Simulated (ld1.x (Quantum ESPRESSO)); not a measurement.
**What the settings do to the RRKJ potential of P (Z = 15)**

Base potential:

```
Element                 : P (Z = 15)
Generator               : ld1.x (Quantum ESPRESSO) 7.5
Type                    : norm-conserving RRKJ (Kleinman–Bylander form)
Functional              : PBE
Relativity              : scalar-relativistic
Frozen core             : [Ne]
Valence charge          : 5
Reference configuration : 3s2 3p3
Partial waves           : 3p (bound): rc 1.30 bohr; 3d channel at 0.1 Ry: rc 1.50 bohr; 3s (bound): rc 1.60 bohr
Local potential         : the s channel
Core correction         : Bessel-smoothed model core inside 1.20 bohr
rho0                    : 0.02
```

All-electron outer shells of the reference configuration (PBE, scalar-relativistic, ld1.x):

```
shell  level (eV)  outermost node (bohr)  outermost maximum (bohr)
   2s     -173.99                   0.14                      0.42
   2p     -124.49                      –                      0.36
   3s      -13.97                   0.65                      1.58
   3p       -5.51                   0.64                      1.83
```

Cutoffs, loose and tight: the cutoffs (Ry, on a coarse ladder) from which the occupation-weighted sum of valence levels, in a spherical-Bessel basis at the reference potential, stays within 10 and 1 mRy of its value at 400 Ry. They do not see the model core or the augmentation charge, which bear on the density cutoff. Test errors are all-electron minus pseudo excitation energies from the reference, over the configurations 3s2 3p2; 3s2 3p1; 3s2 3p0; 3s1 3p3; 3s2 3p3.3; 3s1 3p4; 3s1 3p0. A dash means not determined; rows that change the core or the reference have their own tests.

```tsv
change	outcome	cutoff, loose	cutoff, tight	bound ghosts	largest test error (meV)
base	generated	55 Ry	70 Ry	none	+157
all radii but the core radius scaled by about 0.79 (s 1.26, p 1.02, d 1.18 bohr)	failed: compute_chi: n is too large	–	–	–	–
all radii but the core radius scaled by about 0.83 (s 1.32, p 1.08, d 1.24 bohr)	generated	100 Ry	160 Ry	none	+123
all radii but the core radius scaled by about 0.92 (s 1.48, p 1.20, d 1.38 bohr)	generated	70 Ry	90 Ry	none	+139
all radii but the core radius scaled by about 1.11 (s 1.78, p 1.44, d 1.66 bohr)	generated	21 Ry	45 Ry	none	+190
all radii but the core radius scaled by about 1.30 (s 2.08, p 1.68, d 1.94 bohr)	generated	30 Ry	45 Ry	none	+266
all radii but the core radius scaled by about 1.37 (s 2.20, p 1.78, d 2.06 bohr)	generated	30 Ry	40 Ry	none	+294
```

**Question.** What comes out with this change to the base: all radii but the core radius scaled by about 1.19 (s 1.90, p 1.54, d 1.78 bohr)?

**Answer.** outcome: generated; cutoff, loose: 30 Ry; cutoff, tight: 45 Ry; bound ghosts: none; largest test error (meV): +223.

Reading the sweep of the scale of all radii but the core radius (base = 1) (base included, trends over the rows without a ghost): The loose cutoff is not monotonic: lowest 21 Ry at 1.11, highest 100 Ry at 0.83. The median size of the test errors (rows with all tests solved) is not monotonic: lowest 5.3 meV at 1.11, highest 20.6 meV at 1.37. The generation fails at 0.79.
